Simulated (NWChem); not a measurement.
System: CH3GeI, singlet; SMILES [I][Ge][CH3]

Computed with NWChem. Low-valent species are run as closed-shell singlets; no triplet was tried in these runs. Geometry: optimised at PBE-D3(BJ)/def2-SVP. def2 effective core potentials on I; no spin-orbit coupling. Static field.

| level | isotropic polarisability (bohr³) | anisotropy (bohr³) |
|---|---|---|
| PBE/def2-SVPD | 89.9 | 47.5 |
| B3LYP/def2-SVPD | 88.0 | 46.0 |
| LDA (Slater exchange, VWN5)/def2-SVPD | 89.8 | 47.6 |
